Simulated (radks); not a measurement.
The numbers below are computed, except where a source is named.
Mg3+, 9 electrons, occupied as [He] 2s2 2p5 (the NIST ground configuration). Code: a radial shooting solver on a logarithmic mesh with Libxc functionals. Model: scalar-relativistic Kohn-Sham, r2SCAN, spin-polarised, spherical densities, finite nucleus; open shells are filled with parallel spins first; meta-GGA in the generalised Kohn-Sham scheme; Fermi nuclear charge, rms radius 3.057 fm.

X-ray form factor f0, the Fourier transform of the density (f0(0) = 9):

sin(theta)/lambda (1/angstrom)  f0 (electrons)
0.05                                     8.932
0.1                                      8.734
0.15                                     8.419
0.2                                      8.008
0.25                                     7.523
0.3                                      6.993
0.4                                      5.888
0.5                                      4.848
0.6                                      3.960
0.8                                      2.713
1                                        2.027
1.25                                     1.606
1.5                                      1.392
2                                        1.123
